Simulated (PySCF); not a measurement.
Species: C₃H₁₁GeNSi.
SMILES: `[GeH3][NH][SiH2]C1CC1`

Method used: PySCF, TDDFT PBE0/def2-SVPD, vertical, gas phase, core orbitals frozen in the response. The structure is a single PBE0-D3(BJ)/def2-SVP conformer in the gas phase; no vibrational or solvent corrections. Relativistic effects, spin–orbit coupling among them, are left out although an element past zinc is present. Torsions of this conformer, `[GeH3:1][NH:2][SiH2:3][CH:4]1[CH2:5][CH2:6]1`: Ge1–N2–Si3–C4 -33°, N2–Si3–C4–C5 152°.

```
state  E (eV)  E (hartree)       f  main configurations (H = HOMO, L = LUMO)
   S1    5.90       0.2167  0.0059                                 H→L (98%)
   S2    6.40       0.2351   0.019                               H→L+1 (96%)
   S3    7.08       0.2602  0.0074     H→L+2 (53%), H→L+3 (19%), H→L+5 (18%)
   S4    7.09       0.2604   0.014                  H→L+3 (67%), H→L+2 (22%)
   S5    7.31       0.2685   0.016      H→L+4 (74%), H→L+2 (10%), H→L+6 (8%)
   S6    7.37       0.2708   0.015                               H-1→L (92%)
   S7    7.48       0.2748   0.018      H→L+6 (60%), H→L+7 (12%), H→L+5 (9%)
   S8    7.59       0.2788  0.0055   H→L+5 (40%), H→L+6 (14%), H-1→L+1 (13%)
   S9    7.65       0.2811   0.025      H→L+8 (39%), H→L+7 (24%), H-2→L (9%)
  S10    7.66       0.2815   0.010                H-1→L+1 (69%), H→L+5 (14%)
```

Triplets (Tamm–Dancoff): T1 5.53 eV, H→L (88%); T2 6.19 eV, H→L+1 (86%), H→L (8%); T3 6.83 eV, H→L+2 (60%), H→L+5 (23%); T4 6.90 eV, H→L+3 (79%).

The lowest singlet lies at 5.90 eV (210 nm, ultraviolet) and is weak; its leading configuration is HOMO→LUMO (98%). The most intense listed level is S9 at 7.65 eV (162 nm, f = 0.025), 1.75 eV above S1. S3/S4 and S9/S10 lie within about 0.01 eV of each other in each set. Löwdin shares by element: HOMO nitrogen 54%, silicon 11%, germanium 9%, hydrogen 7% or more (atoms not listed hold the other 18%); LUMO germanium 27%, silicon 16%, hydrogen 12% or more, nitrogen 10% (atoms not listed hold the other 35%). Orbital energies (eV): HOMO-3 -9.12, HOMO-2 -8.55, HOMO-1 -8.23, HOMO -7.11, LUMO 0.15, LUMO+1 0.37, LUMO+2 1.04. Of the 10 states listed, 7 reach f = 0.01 and none stays under 0.0005. Weighted by f, the mean energy of these states is 7.21 eV. The vertical ionisation energy (ΔSCF) is 8.92 eV, 1.26 eV above S10. Singlets were solved by full linear response, triplets in the Tamm–Dancoff approximation.

Time: 2.4 min wall. Hardware: one thread of an Arm Neoverse V1, no GPU (shared host).
